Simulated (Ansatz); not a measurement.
Two isomers of C3H9GaO: A = `CC(C)=[O+][GaH3-]`, B = `CC(C)[O][GaH2]`.

Program: Ansatz. Geometries: PBE0-D4/def2-TZVP. ΔE: electronic, gas phase. CCSD(T)/CBS is the MP2 limit (def2-TZVPP, def2-QZVPP) plus CCSD(T) − MP2 in def2-TZVPP, frozen cores. Functionals use def2-TZVPP. B3LYP here is the variant with VWN-RPA as its local correlation; programs differ in this. For Ga outer-core shells are correlated without core-valence functions, which leaves a few kJ/mol of doubt a bond. Scalar relativity is left out up to krypton. Each species was taken in one conformer, which may not be the lowest.

(1) Which is lower in electronic energy at CCSD(T)/CBS, and by how much? (Best estimate.)

(2) Give E(B) − E(A) in kJ/mol with BLYP-D4, HF/def2-TZVPP, CCSD(T)/def2-TZVPP, PBE0-D4, B3LYP-D4, PBE-D4, B2PLYP. (An estimate is asked.)

(3) Does the order hold for the free energy at 298.15 K (harmonic terms from PBE0-D4)? (Estimate.)

Largest T1 diagnostic: 0.015.

Answers

(1) Computed: B, by 66.5 kJ/mol.

(2) The calculation gave: BLYP-D4 -47.6, HF/def2-TZVPP -43.7, CCSD(T)/def2-TZVPP -62.3, PBE0-D4 -59.2, B3LYP-D4 -52.6, PBE-D4 -52.9, B2PLYP -57.9. None reverses the order clearly.

(3) Computed: Yes: G(B) − G(A) = -46.9 kJ/mol, for one conformer each.

From r2SCAN to r2SCAN0 (25 % exact exchange), in def2-TZVPP and without D4, E(B) − E(A) moves by −5.9 kJ/mol. At CCSD(T), def2-SVP lies +12.6 kJ/mol from the extrapolated value and def2-TZVPP +4.2 kJ/mol.
